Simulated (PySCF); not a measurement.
Tc²⁺ (technetium, charge +2): UHF calculation

Configuration: [Kr] 4d5, high-spin 6S determinant. Calculation: PySCF 2.14, in cc-pVDZ-PP with ECP28MDF; a scalar-relativistic core potential.

```
Total energy             : -79.119777 hartree
One-electron energy      : -129.0278 hartree
Hartree (Coulomb) energy : 57.9434 hartree
Exchange energy          : -8.0354 hartree
⟨S²⟩                     : 8.7506
⟨L²⟩                     : 0.000
Sum of ⟨r⟩               : 17.36 bohr
Sum of ⟨r²⟩              : 27.20 bohr²
Time after the integrals : 0.07 s of wall time on 1 thread of Neoverse-V2 (shared host)
```

```json
{"shell": "4s α", "electrons": "1", "mean orbital energy (eV)": "-109.69", "rms radius, mean of both spins (bohr)": "1.14"}
{"shell": "4s β", "electrons": "1", "mean orbital energy (eV)": "-101.52", "rms radius, mean of both spins (bohr)": "1.14"}
{"shell": "4p α", "electrons": "3", "mean orbital energy (eV)": "-77.500", "rms radius, mean of both spins (bohr)": "1.27"}
{"shell": "4p β", "electrons": "3", "mean orbital energy (eV)": "-67.025", "rms radius, mean of both spins (bohr)": "1.27"}
{"shell": "4d α", "electrons": "5", "mean orbital energy (eV)": "-30.022", "rms radius, mean of both spins (bohr)": "1.73"}
```

Energies and moments cover only the electrons outside the core potential.
